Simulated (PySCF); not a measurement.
B(CCH)(Cl)(F) (C2HBClF), SMILES FB(C#C)Cl. Coordinates come from a PBE-D3(BJ)/def2-SVP optimisation.

Computed equilibrium geometry at PBE-D3(BJ)/def2-SVP (PySCF confirms it by a frequency run) as bond lengths and angles, and its point group:
point group Cs.
Atoms: B1 C2 C3 H4 Cl5 F6. Bonded distances (Å): B1–C2 1.522, B1–Cl5 1.761, B1–F6 1.330, C2–C3 1.228, C3–H4 1.083. Angles (°): C2–B1–Cl5 120.8, C2–B1–F6 121.1, Cl5–B1–F6 118.1, B1–C2–C3 179.3, C2–C3–H4 180.0.
Charge 0, spin multiplicity 1.
